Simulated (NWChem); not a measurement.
# C₄H₂ClF; SMILES C(/Cl)(=C\F)C#C

```xyz
8

C      2.4131     0.6607     0.0000
C      1.2474     0.3374     0.0000
C     -0.1047    -0.0721     0.0000
Cl    -0.4353    -1.8058     0.0000
C     -1.1550     0.7615     0.0000
F     -0.9842     2.0866     0.0000
H      3.4362     0.9617     0.0000
H     -2.1925     0.4481     0.0000
```
Atoms are numbered in this order, from 1.

Program: NWChem. Geometry: optimised at B3LYP/6-31G* (spherical d). Vzz is the largest principal value of the second derivative of the potential at the nucleus (NWChem prints the opposite sign); η is the asymmetry. Non-relativistic.

For level PBE0/def2-SVP:

| Property | Result |
|---|---|
| Vzz Cl4 (a.u.) | 3.849 |

Q: Estimate the same quantities for level PBE/def2-TZVP.

A: The vzz Cl4 (a.u.) comes out as 4.165.
